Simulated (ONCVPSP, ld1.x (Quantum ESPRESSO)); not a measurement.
# Potentials for nickel compared

Generated with ld1.x 7.5 (TM, RRKJ, ultrasoft, PAW), atompaw 4.2 or ONCVPSP 4.0.1. The cutoff is in Ry: for ld1.x and atompaw files where the sum of valence levels is converged to 10 mRy in a Bessel basis, for ONCV files where the hardest occupied wave has 1 mHa per electron of residual kinetic energy. The error is the largest all-electron minus pseudo excitation energy over each file’s own four to seven test configurations (ionisations up to +4, promotions, holes and added fractions of an electron), all of which were solved. The labels leave out finer settings (local radius, basis sizes, second energies), which also bear on the numbers. Spin-polarised tests are not counted. The rows are a selection from randomly drawn settings: files with unsolved tests, undetermined cutoffs or missed reference levels are left out.

A true bound ghost makes a file unfit for plane-wave use even where its test errors are small: the radial tests pick states by their node count and pass the ghost by.

```tsv
potential	cutoff (Ry)	largest error (meV)	bound ghosts
TM semilocal, PBE, scalar-relativistic, rc 1.45/1.05/1.20 (spd), local d, core correction yes, reference 3p6 3d8 4s0 4p0	160	-217	none
TM, LDA (PZ), scalar-relativistic, rc 2.00/2.95/0.90 (spd), local smoothed, core correction no, reference 3d8 4s1.5 4p0	260	-200	s
ONCV, PW91, scalar-relativistic, rc 2.35/1.85/1.60 (spd), local d, core correction yes, reference 3d8 4s2, qcut 3.2/5/8.2, projectors 2/2/0	65	-213	s, p
ONCV, PBEsol, scalar-relativistic, rc 1.25/0.75/1.30/1.25 (spdf), local smoothed, core correction yes, reference 3s2 3p6 3d8 4s2, qcut 7.7/11.8/10.2/10.3, projectors 2/2/3/2	134	+31	none
ONCV, PBEsol, non-relativistic, rc 1.40/1.05/1.05 (spd), local smoothed, core correction yes, reference 3s2 3p6 3d8 4s2, qcut 7.2/10.3/16, projectors 2/2/3	186	+7.6	none
```

Problem. Fill in the row for Ni: TM, PBE, scalar-relativistic, rc 2.20/0.70/1.05 (spd), local smoothed, core correction no, reference 3p6 3d8.5 4s1.5 4p0.

Solution. cutoff 200 Ry, largest error -685 meV, bound ghosts: none.

Problem. Fill in the row for Ni: ONCV, PBE, scalar-relativistic, rc 1.05/1.05/1.25 (spd), local smoothed, core correction yes, reference 3s2 3p6 3d8 4s1.5, qcut 9.1/12.4/10.5, projectors 2/2/2.

Solution. cutoff 104 Ry, largest error +1.7 meV, bound ghosts: none.
